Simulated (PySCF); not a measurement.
# Continuum solvent and chemical shifts

Atom-mapped SMILES (the numbers label the heavy atoms): `[F:1][CH2:2][C:3]1=[CH:4][CH:5]=[CH:6][BH:7][CH:8]=[CH:9]1`. Each H is labelled by its parent atom.

GIAO PBE0/pcSseg-1 in PySCF 2.14 on one PBE0-D3(BJ)/def2-SVP conformer, non-relativistic, equivalent nuclei averaged. Solvents enter as an IEF-PCM continuum (benzene with ε = 2.3, chloroform with ε = 4.7) around the gas-phase geometry. Shifts are referred to CFCl3, TMS, BF3·OEt2 computed in the same medium.

In benzene, δ in ppm: F1 -248.0, C8 162.3, C6 161.7, C5 156.6, C3 153.9, C9 151.5, C4 136.9, C2 86.6, B7 44.9, H(C8) 8.57, H(C6) 8.52, H(C5) 8.38, H(C4) 7.90, H(C9) 7.81. Dipole moment 1.96 D.

**Question.** How does each δ change in the more polar medium?

**Answer.** 
```json
{"atoms": "F1", "environment": "fluorine on an sp3 carbon", "Δδ, chloroform": "-0.5"}
{"atoms": "C8", "environment": "alkene CH", "Δδ, chloroform": "0.0"}
{"atoms": "C6", "environment": "alkene CH", "Δδ, chloroform": "-0.3"}
{"atoms": "C5", "environment": "alkene CH", "Δδ, chloroform": "+0.8"}
{"atoms": "C3", "environment": "fully substituted alkene carbon", "Δδ, chloroform": "+1.3"}
{"atoms": "C9", "environment": "alkene CH", "Δδ, chloroform": "+1.2"}
{"atoms": "C4", "environment": "alkene CH", "Δδ, chloroform": "+0.3"}
{"atoms": "C2", "environment": "allylic sp3 CH2 bonded to F", "Δδ, chloroform": "+0.5"}
{"atoms": "B7", "environment": "boron bonded to 2 C, H, in a 7-membered ring", "Δδ, chloroform": "-0.1"}
{"atoms": "H(C8)", "environment": "hydrogen on an alkene CH", "Δδ, chloroform": "+0.02"}
{"atoms": "H(C6)", "environment": "hydrogen on an alkene CH", "Δδ, chloroform": "0.00"}
{"atoms": "H(C5)", "environment": "hydrogen on an alkene CH", "Δδ, chloroform": "+0.07"}
{"atoms": "H(C4)", "environment": "hydrogen on an alkene CH", "Δδ, chloroform": "+0.03"}
{"atoms": "H(C9)", "environment": "hydrogen on an alkene CH", "Δδ, chloroform": "+0.12"}
```

Changes are relative to benzene. The dipole moment becomes 2.21 D in chloroform.

**Question.** Which nuclei move most (in ppm), and what does the model miss?

**Answer.** C3 (fully substituted alkene carbon, +1.3 ppm) and C9 (alkene CH, +1.2 ppm) in chloroform. A continuum only polarises the solute; specific hydrogen bonds, the anisotropy of aromatic solvents and changes of geometry or conformer are outside it.
